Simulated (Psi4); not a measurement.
Pair of molecules: N2 (SMILES N#N) (first 2 atoms) with PH3 (SMILES P); geometry from B3LYP-D3(BJ)/def2-TZVP.
(charge 0, multiplicity 1):
```xyz
6

N     -0.4741     0.5288    -0.2586
N      0.5442     0.1394    -0.2948
P      0.1829    -0.2193     3.7300
H     -0.8032    -0.8356     2.9174
H     -0.0227     1.0599     3.1522
H      1.2379    -0.5433     2.8388
```

Method: SAPT0/jun-cc-pV(D+d)Z (Psi4 1.11).

Problem. Which attractive term is largest, and how does the interaction split up?

Solution. electrostatics -0.30, exchange 0.87, induction -0.04, dispersion -0.60, total -0.06 kcal/mol; the largest attraction is dispersion.
